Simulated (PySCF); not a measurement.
## Mayer bond orders and bond lengths

C6H11NOSi2.
Numbering: `[SiH3:1][O:2][SiH2:3][NH:4][c:5]1[cH:6][cH:7][cH:8][cH:9][cH:10]1` (hydrogens: H11, H12, H13 on Si1; H14, H15 on Si3; H16 on N4; H17 on C6; H18 on C7; H19 on C8; H20 on C9; H21 on C10)

Structure used (GFN2-xTB), in Å, numbered top down from 1:
```xyz
21
C6H11NOSi2 angstrom
Si     4.5705    0.4052    0.3191
O      2.9595    0.2675    0.2555
Si     1.6268   -0.5951    0.5775
N      0.3830    0.4260   -0.0331
C     -0.9763    0.2049   -0.0342
C     -1.8456    1.1509   -0.5800
C     -3.2098    0.9343   -0.5843
C     -3.7363   -0.2274   -0.0457
C     -2.8803   -1.1711    0.4981
C     -1.5154   -0.9616    0.5059
H      5.1560   -0.7070   -0.4267
H      4.9800    0.3602    1.7212
H      4.8214    1.7009   -0.3039
H      1.5345   -0.7775    2.0262
H      1.7112   -1.8623   -0.1492
H      0.6510    1.3057   -0.4511
H     -1.4401    2.0604   -1.0025
H     -3.8663    1.6785   -1.0114
H     -4.8021   -0.3965   -0.0498
H     -3.2799   -2.0811    0.9215
H     -0.8508   -1.6977    0.9293
```

Bond orders from the PBE0/pcSseg-1 density (PySCF). The structure is a single GFN2-xTB conformer in the gas phase; no vibrational or solvent corrections.

Task: How far do the computed orders between heavy atoms stray from the drawn ones?

Result: The largest departure is 0.157, at C10–C5 (drawn aromatic, 1.343), counting aromatic bonds as 1.5. The bonds drawn aromatic range from 1.34 to 1.49.

Task: Give the Mayer order of every bond, beside its length.

Result: 
| bond | drawn as | length (Å) | Mayer order |
| --- | --- | --- | --- |
| Si1–O2 | single | 1.618 | 0.924 |
| O2–Si3 | single | 1.620 | 0.933 |
| Si3–N4 | single | 1.721 | 0.944 |
| N4–C5 | single | 1.377 | 1.081 |
| C5–C6 | aromatic | 1.396 | 1.349 |
| C6–C7 | aromatic | 1.381 | 1.476 |
| C7–C8 | aromatic | 1.385 | 1.421 |
| C8–C9 | aromatic | 1.385 | 1.432 |
| C9–C10 | aromatic | 1.381 | 1.486 |
| C10–C5 | aromatic | 1.394 | 1.343 |
| Si1–H11 | single | 1.461 | 0.926 |
| Si1–H12 | single | 1.461 | 0.926 |
| Si1–H13 | single | 1.459 | 0.930 |
| Si3–H14 | single | 1.463 | 0.897 |
| Si3–H15 | single | 1.463 | 0.897 |
| N4–H16 | single | 1.010 | 0.912 |
| C6–H17 | single | 1.082 | 0.964 |
| C7–H18 | single | 1.080 | 0.961 |
| C8–H19 | single | 1.079 | 0.967 |
| C9–H20 | single | 1.080 | 0.960 |
| C10–H21 | single | 1.078 | 0.943 |

Bonds between the same two heavy elements. O–Si: all 2 within 0.02 of one another (0.924 to 0.933). C–C: lowest C10–C5 (1.343, 1.394 Å), highest C9–C10 (1.486, 1.381 Å).

Task: Sum the orders of all bonds at each heavy atom with more than one neighbour and set the sums beside the valence in the SMILES.

Result: Si1 3.706 (drawn 4), O2 1.857 (drawn 2), Si3 3.671 (drawn 4), N4 2.937 (drawn 3), C5 3.773 (drawn 4), C6 3.789 (drawn 4), C7 3.858 (drawn 4), C8 3.820 (drawn 4), C9 3.878 (drawn 4), C10 3.772 (drawn 4). Orders between atoms that aren't bonded are not in these sums.

The Mayer order sums products of elements of PS (density times overlap matrix) between the two atoms' basis functions, so it depends on the basis set.
